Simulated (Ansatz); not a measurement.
Consider the ligand exchange at the Si–S bond: `CO[SiH2]S[SiH2]O` + `CO[SiH2]S` → `CO[SiH2]S[SiH2]OC` + `O[SiH2]S`.

Computed with Ansatz on PBE0-D4/def2-TZVP structures; ΔE is electronic, products minus reactants. CCSD(T)/CBS is the MP2 limit (def2-TZVPP, def2-QZVPP) plus CCSD(T) − MP2 in def2-TZVPP, frozen cores. This one scheme is used for every species. DFT in def2-TZVPP. B3LYP here is the variant with VWN-RPA as its local correlation; programs differ in this. Each species was taken in one conformer, which may not be the lowest.

`CO[SiH2]S[SiH2]O`:

Z-matrix (Å, degrees):
```
C
O 1 1.418
H 1 1.090 2 108.0
H 1 1.094 2 111.0 3 119.6
H 1 1.095 2 111.0 3 -119.1
Si 2 1.651 1 121.6 3 174.1
S 6 2.126 2 111.1 1 66.5
H 6 1.484 2 110.7 1 -51.7
H 6 1.479 2 104.2 1 -173.3
Si 7 2.151 6 95.2 2 60.3
O 10 1.637 7 111.8 6 -56.0
H 10 1.485 7 107.6 6 66.4
H 10 1.478 7 106.9 6 -173.9
H 11 0.965 10 115.1 7 45.9
```

`CO[SiH2]S`:

Z-matrix (Å, degrees):
```
C
O 1 1.410
H 1 1.091 2 108.1
H 1 1.096 2 111.7 3 119.3
H 1 1.095 2 111.3 3 -119.1
Si 2 1.639 1 122.6 3 -170.3
S 6 2.120 2 109.8 1 171.1
H 6 1.488 2 108.6 1 49.0
H 6 1.485 2 111.9 1 -72.6
H 7 1.344 6 94.3 2 -69.2
```

`CO[SiH2]S[SiH2]OC`:

```xyz
17

C    -0.940   -1.920   -0.950
O    -0.930   -0.511   -0.906
Si    0.073    0.406   -1.826
S     0.025    2.391   -1.090
Si   -0.256    2.049    1.009
O     0.953    1.234    1.744
C     1.118   -0.164    1.758
H    -1.404   -2.284   -1.873
H     0.073   -2.335   -0.882
H    -1.523   -2.284   -0.103
H     1.439   -0.182   -1.754
H    -0.353    0.450   -3.249
H    -1.543    1.351    1.238
H    -0.249    3.415    1.575
H     1.650   -0.502    0.863
H     0.156   -0.685    1.811
H     1.711   -0.429    2.635
```

`O[SiH2]S`:

Cartesian coordinates in Å:
```
O -1.385 -0.484 -0.323
Si 0.120 -0.412 0.328
S 1.116 1.439 -0.038
H -1.983 0.239 -0.127
H 0.106 -0.495 1.810
H 0.842 -1.549 -0.280
H 1.184 1.263 -1.369
```

```tsv
level	ΔE (kcal/mol)	difference from CCSD(T)/CBS
PBE-D4	2.4	0.3
r2SCAN-D4	2.4	0.3
PBE0-D4	2.2	0.1
B3LYP-D4	1.7	-0.4
ωB97X-V	2.0	-0.1
ωB97M-V	2.3	0.2
B2PLYP	2.2	0.1
PBE	2.8	0.7
r2SCAN	2.6	0.5
PBE0	2.5	0.4
B3LYP	2.2	0.1
HF/def2-TZVPP	0.9	-1.2
MP2/def2-TZVPP	2.3	0.2
SCS-MP2/def2-TZVPP	2.0	-0.1
CCSD/def2-TZVPP	1.9	-0.2
CCSD(T)/def2-TZVPP	2.1	0.0
HF/def2-QZVPP	0.8	-1.3
MP2/def2-QZVPP	2.3	0.2
SCS-MP2/def2-QZVPP	1.9	-0.2
HF/CBS(def2)	0.8	-1.3
MP2/CBS(def2)	2.3	0.2
CCSD/CBS(def2)	1.8	-0.3
CCSD(T)/CBS	2.1	0
```

Largest T1 diagnostic among the species: 0.012.

In def2-TZVPP, CCSD(T) changes the Hartree–Fock value by +1.2 kcal/mol (the triples alone add +0.3 kcal/mol) and MP2 by +1.4 kcal/mol.
